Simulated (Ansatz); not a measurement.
CH$_{7}$GeNSi (`N=[C]([SiH3])[GeH3]`), relaxed with RKS PBE-D4/def2-SVP in Ansatz 0.2.0 from a rough embedded geometry. The force threshold is 0.03 eV/Å; the program also tests the step.

Total charge 0; spin multiplicity 1.

Start:

```xyz
11

N     0.278   -1.466    0.966
C     0.078   -0.482    0.257
Si    0.074   -0.711   -1.540
Ge   -0.144    1.254    0.943
H     0.276   -1.377    2.056
H    -0.976   -1.673   -1.940
H     1.404   -1.271   -2.010
H    -0.106    0.551   -2.261
H    -1.487    1.223    1.864
H     1.017    1.662    1.826
H    -0.414    2.291   -0.161
```

(1) By how much does the energy fall, and how many steps does the optimiser take? (Estimate.)

(2) Which bonds change most? (Best estimate.)

(3) Give the relaxed structure. (Estimate.)

Answers

(1) Ansatz gave: 13.55 kcal/mol, in 5 steps.

(2) The calculation gave: C2–Ge4 from 1.880 to 2.006 Å; C2–Si3 from 1.812 to 1.920 Å; Ge4–H9 from 1.629 to 1.554 Å; N1–C2 from 1.229 to 1.288 Å.

(3) The calculation gave: 
```xyz
11

N     0.283   -1.524    0.970
C     0.089   -0.476    0.247
Si    0.109   -0.794   -1.647
Ge   -0.214    1.344    1.037
H     0.264   -1.315    1.990
H    -0.985   -1.763   -1.998
H     1.439   -1.372   -2.041
H    -0.113    0.492   -2.397
H    -1.461    1.264    1.961
H     1.018    1.701    1.913
H    -0.429    2.443   -0.035
```
